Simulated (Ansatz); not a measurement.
Ansatz results at the PBE0-D4/def2-TZVP geometry: HOMO energy (PBE/def2-TZVPP) -5.59 eV; size of the dipole moment (B3LYP/def2-TZVPP) 3.18 D; HOMO energy (B3LYP/def2-TZVPP) -6.54 eV.

Each molecule was computed in one conformer, which needn't be the lowest.

Question: Which molecule gave them?
A. `N[SiH](F)CO`
B. `C=C[Se]C=N`
C. `C[Se]CC#N`
D. `BC(C)Cl`

Answer: C. The others give `C=C[Se]C=N`: -5.45, 2.60, -6.23; `BC(C)Cl`: -7.36, 1.98, -8.49; `N[SiH](F)CO`: -6.35, 2.01, -7.58.

B3LYP here is the variant with VWN-RPA as its local correlation; programs differ in this.
